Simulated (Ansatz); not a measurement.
C₂H₇BO⁻, that is BH2(OEt) with one electron more. Total charge -1; doublet. Geometry r2SCAN-D4/def2-SVP, that of the neutral singlet.

```xyz
11

B    -1.281    1.427    0.456
H    -2.143    0.628    0.771
H    -1.338    2.600    0.739
O    -0.205    1.022   -0.237
C     0.003   -0.336   -0.620
C     1.195   -0.909    0.114
H    -0.912   -0.923   -0.418
H     0.178   -0.340   -1.709
H     1.399   -1.935   -0.229
H     2.092   -0.297   -0.067
H     1.011   -0.937    1.199
```

At PBE-D4/def2-TZVPD, r2SCAN-D4/def2-TZVPD, PBE0-D4/def2-TZVPD the highest occupied level of the charge -1 doublet lies above zero (up to 2.65 eV). By energy differences it is unbound by 1.02 eV (vertical, against the charge 0 singlet, at r2SCAN-D4/def2-TZVPD) and held by the finite basis.

Task: Estimate the α-spin orbital energies around the gap (eV) in Ansatz with PBE-D4/def2-TZVPD, r2SCAN-D4/def2-TZVPD, PBE0-D4/def2-TZVPD.

Result: 
```csv
orbital,PBE-D4/def2-TZVPD,r2SCAN-D4/def2-TZVPD,PBE0-D4/def2-TZVPD
HOMO−5,-5.52,-5.73,-7.67
HOMO−4,-5.33,-5.46,-7.55
HOMO−3,-3.94,-3.97,-6.13
HOMO−2,-3.48,-3.48,-5.66
HOMO−1,-2.59,-2.50,-4.77
HOMO,2.48,2.65,1.93
LUMO,2.66,2.98,2.98
LUMO+1,2.95,3.43,3.07
LUMO+2,3.46,3.78,3.74
LUMO+3,3.68,4.10,3.77
LUMO+4,4.52,5.08,4.68
LUMO+5,4.55,5.13,4.80
β HOMO,-2.54,-2.46,-4.74
β LUMO,2.92,3.65,3.05
```
